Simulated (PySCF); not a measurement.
## Iron: a sound run and one with changed settings

Sound run: Fe [Ar] 3d6 4s2, Fe⁺ [Ar] 3d6 4s1. All numbers are calculated (PySCF 2.14, the non-relativistic Hamiltonian (point nucleus), in def2-SVP (5s3p2d1f, 31 functions)). In the sound run the correlated levels freeze [Ar]. The sound run starts from symmetry-adapted Hartree-Fock orbitals and uses a fine grid where one is needed.

Changed run: initial guess sap, at most 50 SCF cycles, level shift 0.1 hartree.

```json
{"species": "Fe", "method": "UHF", "sound run (hartree)": "-1262.26059", "changed run (hartree)": "-1262.17026", "converged": "yes"}
{"species": "Fe", "method": "LDA", "sound run (hartree)": "-1260.99159", "changed run (hartree)": "-1260.99436", "converged": "no"}
{"species": "Fe", "method": "MN15", "sound run (hartree)": "-1263.56864", "changed run (hartree)": "-1263.51438", "converged": "yes"}
{"species": "Fe⁺", "method": "UHF", "sound run (hartree)": "-1262.02868", "changed run (hartree)": "-1262.02868", "converged": "yes"}
{"species": "Fe⁺", "method": "LDA", "sound run (hartree)": "-1260.70108", "changed run (hartree)": "-1260.70108", "converged": "yes"}
{"species": "Fe⁺", "method": "MN15", "sound run (hartree)": "-1263.28403", "changed run (hartree)": "-1263.28403", "converged": "yes"}
{"species": "Fe⁺", "method": "MP2", "sound run (hartree)": "-1262.10870", "changed run (hartree)": "-1262.10558", "converged": "yes"}
```

The plain start fixes occupations by D2h representation alone, and Fe at UHF landed in another state (other ⟨L²⟩ or ⟨S²⟩). A level shift leaves the converged SCF energy unchanged but raises the virtual orbital energies, which shrinks MP2 if it is not removed.
